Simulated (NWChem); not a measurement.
System: C3ClF3; SMILES FC(Cl)=C=C(F)F

Input file for NWChem:

```
start job
memory heap 200 mb stack 900 mb global 1100 mb
geometry units angstroms
  F     -2.392790     0.227854    -1.032945
  C     -1.620329    -0.139669    -0.024696
  F     -2.369327    -0.410167     1.030721
  C     -0.326838    -0.233626    -0.068453
  C      0.972618    -0.272707    -0.095316
  F      1.654286    -1.361454    -0.439332
  Cl     1.995566     1.046136     0.300411
end
basis spherical
  * library 6-31g*
end
dft
  xc b3lyp
  iterations 150
end
driver
  maxiter 120
end
task dft optimize
task dft freq
```

The level has its own optimisation; frequencies are unscaled. Brackets give each atom's bonded neighbours.

Task: Predict the main results of this run. (B3LYP/6-31G* (spherical d).) Quantities: r C–F [C(CFF)–F(C)] (Å); r C–C [C(CC)–C(CFF)] (Å); r C–C [C(CC)–C(CClF)] (Å); r C–F [C(CClF)–F(C)] (Å); highest harmonic frequency (cm⁻¹); lowest (cm⁻¹); zero-point energy (kcal/mol); dipole (D).

Result: 
| Property | Value |
|---|---|
| r C–F [C(CFF)–F(C)] (Å) | 1.324 |
| r C–C [C(CC)–C(CFF)] (Å) | 1.301 |
| r C–C [C(CC)–C(CClF)] (Å) | 1.299 |
| r C–F [C(CClF)–F(C)] (Å) | 1.334 |
| highest harmonic frequency (cm⁻¹) | 2126 |
| lowest (cm⁻¹) | 85 |
| zero-point energy (kcal/mol) | 15.7 |
| dipole (D) | 0.28 |
